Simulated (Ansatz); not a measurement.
Geometry optimisation, DFT PBE, scalar-relativistic, plane waves, PAW (Ansatz).

The input (input.yaml):

```yaml
accuracy: low
crystal:
  lattice:
    - [5.708267, 0.0, 0.0]
    - [0.0, 5.708267, 0.0]
    - [0.0, 0.0, 5.708267]
  atoms:
    - { symbol: O, position: [0.273022, 0.1094604, 0.1806002] }
    - { symbol: H, position: [0.2180963, 0.000237, 0.0629402] }
    - { symbol: H, position: [0.1361738, 0.1386631, 0.2765704] }
    - { symbol: O, position: [0.1253279, 0.7131682, 0.5503821] }
    - { symbol: H, position: [0.0644541, 0.8709198, 0.5644994] }
    - { symbol: H, position: [0.0269088, 0.6416214, 0.4321229] }
    - { symbol: O, position: [0.6844362, 0.5983224, 0.4901414] }
    - { symbol: H, position: [0.7484551, 0.4429199, 0.4668577] }
    - { symbol: H, position: [0.5797421, 0.6197589, 0.3583457] }
    - { symbol: O, position: [0.5822026, 0.8443727, 0.9252167] }
    - { symbol: H, position: [0.4888879, 0.8091575, 0.7879479] }
    - { symbol: H, position: [0.6645804, 0.9867076, 0.8834416] }
    - { symbol: C, position: [0.1895386, 0.3597569, 0.8359932] }
    - { symbol: O, position: [0.224068, 0.5009055, 0.9826898] }
    - { symbol: O, position: [0.1550093, 0.2186084, 0.6892967] }
basis:
  ecutwfc: 420.0
kpoints:
  mp_grid: { grid: [1, 1, 1] }
hamiltonian:
  xc: pbe
scf:
  occupations: { method: fermi_dirac, width: 0.05 }
  lower_state_search: "off"
relax:
  f_tol: 0.3
  max_steps: 15
  adjacent_minimum: "off"
```

Launched with:

```bash
$ ansatz run input.yaml --threads 1 --pin off --max-ram 3072MiB --backend cpu --events-out ev --progress --plain --runs-dir out
```

Problem. Where does it end, and by what steps?

Solution. The run converged. The threshold is loose, so the end isn't yet a minimum. The force dipped under the threshold on the way, but the program's further checks kept it going. Limits of this set-up: coarse k mesh, low accuracy level. After 12 steps the energy has fallen by 1.862 eV; O15 moved furthest, 1.53 Å.

```json
{"step": "0", "energy less start (eV)": "0.0000", "largest force component (eV/Å)": "1.477", "accepted": "yes"}
{"step": "1", "energy less start (eV)": "-0.4341", "largest force component (eV/Å)": "0.953", "accepted": "yes"}
{"step": "2", "energy less start (eV)": "-0.6844", "largest force component (eV/Å)": "0.875", "accepted": "yes"}
{"step": "3", "energy less start (eV)": "-0.9203", "largest force component (eV/Å)": "0.891", "accepted": "yes"}
{"step": "4", "energy less start (eV)": "-1.1682", "largest force component (eV/Å)": "0.801", "accepted": "yes"}
{"step": "5", "energy less start (eV)": "-1.3585", "largest force component (eV/Å)": "0.975", "accepted": "yes"}
{"step": "6", "energy less start (eV)": "-1.5442", "largest force component (eV/Å)": "0.841", "accepted": "yes"}
{"step": "7", "energy less start (eV)": "-1.6785", "largest force component (eV/Å)": "1.239", "accepted": "yes"}
{"step": "8", "energy less start (eV)": "-1.6900", "largest force component (eV/Å)": "2.774", "accepted": "yes"}
{"step": "9", "energy less start (eV)": "-1.8134", "largest force component (eV/Å)": "0.561", "accepted": "yes"}
{"step": "10", "energy less start (eV)": "-1.8365", "largest force component (eV/Å)": "0.287", "accepted": "yes"}
{"step": "11", "energy less start (eV)": "-1.8537", "largest force component (eV/Å)": "0.192", "accepted": "yes"}
{"step": "12", "energy less start (eV)": "-1.8624", "largest force component (eV/Å)": "0.205", "accepted": "yes"}
```

```xyz
15
Lattice="5.7083 0.0000 0.0000 0.0000 5.7083 0.0000 0.0000 0.0000 5.7083" Properties=species:S:1:pos:R:3
O 2.215 0.714 1.427
H 2.517 0.152 0.688
H 1.617 0.127 1.942
O 0.595 4.581 2.869
H 0.336 4.866 3.761
H -0.165 4.054 2.529
O 3.880 3.134 1.944
H 3.368 2.292 1.906
H 3.622 3.607 1.125
O 3.374 4.817 5.032
H 3.038 4.478 4.175
H 4.034 5.491 4.794
C 0.349 2.169 5.428
O 0.865 3.147 5.804
O -0.187 1.206 5.024
```

The run took 15 s on 1 thread of Arm Neoverse V1 (shared host), peak memory 0.3 GiB.
